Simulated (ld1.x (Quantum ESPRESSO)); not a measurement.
Reading a pseudo-wave (Er)

Columns: radius, all-electron u(r) and pseudo u(r) of the 6p shell (level -10.14 eV) of erbium in the configuration [Kr] 4d10 4f12 5s2 5p6 5d0 6s0 6p0; LDA (PZ), scalar-relativistic, PAW scheme, ld1.x (Quantum ESPRESSO) 7.5.

```json
{"r (bohr)": "0.138", "all-electron": "-0.1009", "pseudo": "-0.0356"}
{"r (bohr)": "0.275", "all-electron": "0.0335", "pseudo": "-0.1356"}
{"r (bohr)": "0.413", "all-electron": "0.1682", "pseudo": "-0.2848"}
{"r (bohr)": "0.550", "all-electron": "0.0925", "pseudo": "-0.4565"}
{"r (bohr)": "0.688", "all-electron": "-0.0591", "pseudo": "-0.6253"}
{"r (bohr)": "0.825", "all-electron": "-0.1890", "pseudo": "-0.7621"}
{"r (bohr)": "0.963", "all-electron": "-0.2675", "pseudo": "-0.8475"}
{"r (bohr)": "1.100", "all-electron": "-0.2932", "pseudo": "-0.8681"}
{"r (bohr)": "1.238", "all-electron": "-0.2767", "pseudo": "-0.8219"}
{"r (bohr)": "1.375", "all-electron": "-0.2303", "pseudo": "-0.7175"}
{"r (bohr)": "1.513", "all-electron": "-0.1640", "pseudo": "-0.5683"}
{"r (bohr)": "1.650", "all-electron": "-0.0870", "pseudo": "-0.3962"}
{"r (bohr)": "1.788", "all-electron": "-0.0046", "pseudo": "-0.2184"}
{"r (bohr)": "1.925", "all-electron": "0.0776", "pseudo": "-0.0540"}
{"r (bohr)": "2.062", "all-electron": "0.1569", "pseudo": "0.0874"}
{"r (bohr)": "2.200", "all-electron": "0.2316", "pseudo": "0.2022"}
{"r (bohr)": "2.338", "all-electron": "0.2996", "pseudo": "0.2909"}
{"r (bohr)": "2.475", "all-electron": "0.3597", "pseudo": "0.3584"}
{"r (bohr)": "2.613", "all-electron": "0.4122", "pseudo": "0.4122"}
{"r (bohr)": "2.750", "all-electron": "0.4563", "pseudo": "0.4563"}
{"r (bohr)": "2.888", "all-electron": "0.4930", "pseudo": "0.4930"}
{"r (bohr)": "3.025", "all-electron": "0.5220", "pseudo": "0.5220"}
{"r (bohr)": "3.162", "all-electron": "0.5439", "pseudo": "0.5439"}
{"r (bohr)": "3.300", "all-electron": "0.5596", "pseudo": "0.5596"}
{"r (bohr)": "3.438", "all-electron": "0.5694", "pseudo": "0.5694"}
{"r (bohr)": "3.575", "all-electron": "0.5738", "pseudo": "0.5738"}
```

Task: How many radial nodes do the two functions have?

Result: The all-electron 6p function has n − l − 1 = 4 (the table is too coarse to show those close to the nucleus); the pseudo-wave has 1, since 1 lower shell of the same l stays in the valence.

Task: At about which radius was the pseudo-wave matched?

Result: 2.70 bohr, where the columns begin to agree (steps of 0.14 bohr).

Task: Is the pseudo-wave norm-conserving?

Result: No, it belongs to a PAW set: the norm inside the radius is not constrained, and the difference is carried by the augmentation charge.
